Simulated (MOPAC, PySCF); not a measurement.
[Zn(SH)2], neutral singlet in the gas phase. 

Cartesian coordinates (Å):
```xyz
5

Zn     0.0935     0.0467     0.0979
S      1.3278    -1.4417    -0.9103
H      2.1922    -0.4835    -1.3538
S     -1.1416     1.5238     1.1219
H     -1.9230     1.6962     0.0167
```
Charge 0, spin multiplicity 1.

All levels are single points at this geometry (PBE-D3(BJ)/def2-SVP); Pople sets use spherical d functions. Orbital energies aren't observables, and empty levels follow the basis.

```tsv
level	HOMO (eV)	LUMO (eV)	gap (eV)	dipole (D)	vertical IE, Delta-SCF (eV)
TPSSh-D3(BJ)/def2-TZVP in PySCF	-6.87	-1.40	5.47	0.96	–
B3LYP/6-311+G** (LANL2DZ on Zn) in PySCF	-7.28	-1.66	5.62	1.15	–
B3LYP/6-31G* (LANL2DZ on Zn) in PySCF	-7.22	-1.54	5.67	1.21	9.41
M06-2X/6-31G* (LANL2DZ on Zn) in PySCF	-8.64	-0.71	7.92	1.25	–
HF/3-21G in PySCF	-10.46	1.15	11.62	1.61	–
HF/6-31G* (LANL2DZ on Zn) in PySCF	-10.27	1.54	11.82	1.25	9.54
AM1 in MOPAC	-10.07	-1.26	8.82	2.25	–
PM3 in MOPAC	-10.26	-1.92	8.34	2.00	–
PM6 in MOPAC	-9.49	-0.79	8.69	1.19	–
```
